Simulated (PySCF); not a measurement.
## Molecular orbitals of GaSe

PBE0 at R = 2.200 Å; PySCF, spin-free X2C with a Gaussian nucleus, basis sets Ga x2c-TZVPPall, Se x2c-TZVPPall. State: ²Σ⁺ (doublet), unpaired electrons σ ↑. Only the outer orbitals are listed, counted within each symmetry.

```
spin  orbital  occ.  ε (eV)  on Ga (%)            main shells (%)
   α      13σ     1  -18.89         13                    86 Se s
   α      14σ     1  -11.41         63           63 Ga s, 29 Se p
   α      15σ     1   -7.39         55  45 Se p, 31 Ga p, 24 Ga s
   α       7π     1   -6.97         16           84 Se p, 14 Ga p
   α       7π     1   -6.97         16           84 Se p, 14 Ga p
   α       8π     0   -1.69         86           83 Ga p, 12 Se p
   α       8π     0   -1.69         86           83 Ga p, 12 Se p
   α      16σ     0    0.90         94   78 Ga p, 11 Se p, 9 Ga s
   β      13σ     1  -18.27         14                    86 Se s
   β      14σ     1  -10.42         65   64 Ga s, 26 Se p, 8 Se s
   β       7π     1   -6.80         16           84 Se p, 14 Ga p
   β       7π     1   -6.80         16           84 Se p, 14 Ga p
   β      15σ     0   -4.42         55  45 Se p, 28 Ga p, 26 Ga s
   β       8π     0   -1.31         86           86 Ga p, 12 Se p
   β       8π     0   -1.31         86           86 Ga p, 12 Se p
```

Problem. Which are the highest filled and the lowest empty level, where do they sit, and how wide is the gap?

Solution. Highest filled β 7π at -6.80 eV (in %: 84 Se p, 14 Ga p); lowest empty β 15σ at -4.42 eV (in %: 45 Se p, 28 Ga p, 26 Ga s); the gap at PBE0 is 2.38 eV.

* bond order (Mayer): 1.91
* ⟨S²⟩: 0.758
* charge on Ga (Mulliken, basis-dependent): 0.31
* charge on Ga (Löwdin, basis-dependent): -0.06
* dipole moment (positive dipole means Ga(−)Se(+)): -3.04 D
* polarisability along the bond: 84.6 bohr³
* polarisability across the bond: 49.9 bohr³

Spin–orbit coupling is left out. The state was picked by a PBE0 search and need not be the measured ground state.
